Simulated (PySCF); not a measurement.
**Adding and removing an electron: AsH**

PBE0; basis As aug-cc-pVDZ-PP with ECP10, H aug-cc-pVDZ; scalar-relativistic core potentials; PySCF 2.14. Neutral (UKS): triplet (π ↑↑), Re = 1.539 Å, ωe = 2156 cm⁻¹, De = 2.83 eV, HOMO -6.97 eV, LUMO -2.85 eV.

AsH⁻ (UKS): doublet (π ↑), Re = 1.552 Å, ωe = 2047 cm⁻¹, De = 3.04 eV to As⁻ + H. The energies at the minima are -332.97677 hartree for AsH and -333.01087 for AsH⁻.

Work out the adiabatic electron affinity, without and with harmonic zero-point energies (1 hartree = 27.2114 eV, 1 eV = 8065.5 cm⁻¹), and the change of the bond length.

At PBE0: 0.03410 hartree = 0.928 eV between the minima; the zero-point term (2156.0 − 2047.0)/2 cm⁻¹ = +0.007 eV makes it 0.935 eV. Re changes by +1.3 pm against the neutral. The electron enters a π orbital, which is non-bonding in a hydride.

Spin–orbit coupling is left out. For an ion De counts to the pair picked by the measured ionisation energies or electron affinities, which need not be the lowest pair at this level. The highest Kohn–Sham level is positive in this anion. Much of that is self-interaction error, but it also means that the finite basis helps to hold the extra electron. States were picked by a PBE0 search and need not be the measured ground states.
